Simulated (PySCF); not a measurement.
# How methods differ on the ionisation energy of As⁺

As⁺ [Ar] 3d10 4s2 4p2 (3P) → As²⁺ [Ar] 3d10 4s2 4p1 (2P), as a difference of total energies. All numbers are calculated (PySCF 2.14, a scalar-relativistic core potential, in aug-cc-pwCVDZ-PP with ECP10MDF (6s5p4d1f, 48 functions)). Correlated levels: valence: 3s2 3p6 3d10 frozen. The calculations carry no spin-orbit coupling.

```tsv
method	ionisation energy (eV)	difference from reference (eV)
UHF	17.969	-0.620
MP2 (valence)	18.261	-0.328
SCS-MP2 (valence)	18.190	-0.399
CCSD (valence)	18.292	-0.297
CCSD(T) (valence)	18.303	-0.286
CCSDT (valence)	18.305	-0.284
```

Reference: 18.589 eV (measured; NIST Atomic Spectra Database, ionization energies).

The reference lies between the lowest fine-structure levels, while these numbers refer to the centres of the terms.

Errors of the correlated levels include the incompleteness of this basis and the frozen core.
